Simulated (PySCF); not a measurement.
A series of substituents X on one scaffold: ethynyl-X. Gas-phase values, no solvent. One relaxed conformer stands for each flexible species; it need not be the lowest. Strings in code marks are SMILES.

All values below come from PBE-D3(BJ)/def2-TZVP // B3LYP-D3(BJ)/def2-TZVP run with PySCF. All candidates: neutral, multiplicity 1. Excitations are Tamm–Dancoff values on a coarser integration grid. The basis has no diffuse functions, so Rydberg states are missing or too high.

```
Quantity                Value
-------------------  --------
dipole moment          2.93 D
T1 excitation (TDA)   3.09 eV
HOMO                 -6.18 eV
```

Problem. Identify which member has these values.
A. `C#CCC#N`
B. `C#CN`
C. `C#CC(C)=O`
D. `C#CC=C`

Solution. C, `C#CC(C)=O`. The others give `C#CN`: 1.92 D, 5.07 eV, -5.27 eV; `C#CCC#N`: 3.62 D, 5.46 eV, -7.29 eV; `C#CC=C`: 0.39 D, 3.44 eV, -6.16 eV
